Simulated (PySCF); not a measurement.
Compound: C₆H₁₀FO (doublet state).
Geometry (GFN2-xTB, Å), atoms numbered from 1 in this order:
```xyz
18
C6H10FO angstrom
F      2.5942    1.0088   -0.1645
C      1.3455    0.4640   -0.4123
C      0.2962    1.3610    0.2342
C     -1.1304    0.9286   -0.0889
C     -1.4577   -0.4897    0.4369
C     -0.8900   -1.5879   -0.3759
O      0.4510   -1.8045   -0.5692
C      1.3551   -0.9815    0.1123
H      1.2332    0.4468   -1.5048
H      0.4611    2.3813   -0.1198
H      0.4530    1.3546    1.3162
H     -1.8177    1.6399    0.3726
H     -1.2920    0.9558   -1.1684
H     -1.1123   -0.5476    1.4759
H     -2.5404   -0.6194    0.4435
H     -1.4740   -2.1040   -1.1154
H      1.1729   -0.9904    1.1951
H      2.3437   -1.4094   -0.0791
```

The hyperfine couplings belong to this conformer and change with its torsions.

Identity: `F[C@@H]1CCC[CH]OC1` [radical].

Computed with UKS B3LYP, pcH-1 on C F H O, non-relativistic, mean-field spin-orbit, GIAO (PySCF). The structure is a single GFN2-xTB conformer in the gas phase; no vibrational or solvent corrections. Couplings are sensitive to structure, and on GFN2-xTB geometries they can be far from those on DFT ones. No stability test was run, so a lower SCF solution isn't excluded.

Principal values of hyperfine tensors in MHz (contact and dipolar terms together), for some of the nuclei:

| atom | isotope | A1 | A2 | A3 |
| --- | --- | --- | --- | --- |
| C6 | 13C | 38.25 | 39.59 | 268.13 |
| C4 | 13C | 75.02 | 75.31 | 91.22 |
| H14 | 1H | 67.96 | 68.74 | 82.45 |
| H16 | 1H | -89.51 | -54.45 | -17.04 |
| C5 | 13C | -28.70 | -27.77 | -24.34 |
| O7 | 17O | -89.72 | 5.23 | 8.39 |
| C2 | 13C | 12.50 | 13.23 | 16.17 |
| H12 | 1H | 2.64 | 4.11 | 11.27 |

Q: Give the isotropic coupling of each nucleus in MHz and in mT (g = 2.0032), and the anisotropic part.

A: a_iso is a third of the trace, T = A − a_iso, and a(mT) = a(MHz)/(g × 13.996).

| atom | a_iso (MHz) | a_iso (mT) | T1 | T2 | T3 |
| --- | --- | --- | --- | --- | --- |
| C6 | 115.33 | 4.113 | -77.07 | -75.73 | 152.81 |
| C4 | 80.51 | 2.872 | -5.50 | -5.20 | 10.70 |
| H14 | 73.05 | 2.606 | -5.09 | -4.31 | 9.39 |
| H16 | -53.67 | -1.914 | -35.84 | -0.78 | 36.62 |
| C5 | -26.94 | -0.961 | -1.76 | -0.84 | 2.60 |
| O7 | -25.37 | -0.905 | -64.36 | 30.60 | 33.76 |
| C2 | 13.96 | 0.498 | -1.47 | -0.74 | 2.21 |
| H12 | 6.00 | 0.214 | -3.36 | -1.90 | 5.26 |

Q: What spin density at the nucleus of C4 lies behind its contact coupling (g_N = 1.40482)?

A: a_FC = 800.24 MHz bohr³ × g_N × ρ(0)/(2S). With a_FC = 80.51 MHz and 2S = 1, ρ(0) = 0.07162 bohr⁻³.

Q: H17 (1H, g_N = 5.58569) isn't in the table. Its spin density at the nucleus is 0.003887 bohr⁻³. What is its contact coupling?

A: By the same relation, a_FC = 17.38 MHz. Its full tensor has the principal values 13.79, 14.12, 24.22 MHz.

Q: Which nucleus of the table has the largest anisotropic coupling, and what is its form?

A: C6: -77.1, -75.7, 152.8 MHz, axial, in the ratio −1:−1:+2, the form that spin in one p orbital centred on that nucleus gives.

Q: In a single crystal, with the field along each principal axis of the tensor of H14 in turn, what first-order splitting does this nucleus give (isotropic g, quadrupole terms neglected)?

A: 2 lines (I = 1/2), spaced by |A_i|/(g × 13.996): 2.42, 2.45, 2.94 mT along the axes of A1, A2 and A3.

On one thread, Arm Neoverse V2 (aarch64), on a shared host, this took 75 s (grids of density and orbitals included) and 0.97 GiB of memory at its peak.
